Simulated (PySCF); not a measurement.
Some computed properties have been withheld. Give your best values.

Species: C₃H₆BF (charge -1 and doublet state).
Numbering: `[BH2:1][C-:2]([CH3:3])[CH:4][F:5]` (hydrogens: H6, H7 on B1; H8, H9, H10 on C3; H11 on C4)

Conformer (atom-mapped SMILES and torsion angles): `[BH2:1][C-:2]([CH3:3])[CH:4][F:5]`: B1–C2–C4–F5 180°.

```csv
property,level,value
point group,PBE0-D3(BJ)/def2-SVP,?
"rotational constants A, B, C",PBE0-D3(BJ)/def2-SVP,?
isotropic g value,"unrestricted B3LYP/IGLO-III on B C F, pcH-1 on H, mean-field spin–orbit",2.00289
spin squared ⟨S²⟩,"unrestricted B3LYP/IGLO-III on B C F, pcH-1 on H",?
largest isotropic hyperfine couplings (means over sets of like nuclei),"unrestricted B3LYP/IGLO-III on B C F, pcH-1 on H",?
```

The electronic properties come from PySCF, for the isolated species, density fitting. The structure is a single PBE0-D3(BJ)/def2-SVP conformer in the gas phase; no vibrational or solvent corrections. Whether the extra electron is bound in the gas phase wasn't checked; a finite basis holds it in any case. The geometry's basis has no diffuse functions, a weakness for an anion.

Q: What is the spin squared ⟨S²⟩?

A: 0.766.

Q: The point group?

A: Cs.

Q: Give the rotational constants A, B, C.

A: 8.805, 3.792, 2.695 GHz.

Q: The largest isotropic hyperfine couplings (means over sets of like nuclei)?

A: 19F +68.4 (F5), 13C +52.7 (C4), 1H -37.8 (H11), 13C -35.2 (C2), 1H -33.3 (H6) MHz.

g_iso is shifted by about +570 ppm from the free-electron value 2.002319. With B = h/(8π²I), that is 505.379 GHz u Å² over I, the principal moments of inertia are 57.4, 133.3 and 187.5 u Å² (most abundant isotopes); the inertial defect Ic − Ia − Ib is -3.2 u Å² (zero for a rigid planar frame, negative otherwise). The rotational constants make it an asymmetric top with κ = (2B − A − C)/(A − C) = -0.64, nearer the prolate limit (−1). At 9.50 GHz, hν = g·μB·B₀ (B₀ the magnetic field) puts the centre of the isotropic spectrum, to first order, at 338.9 mT.
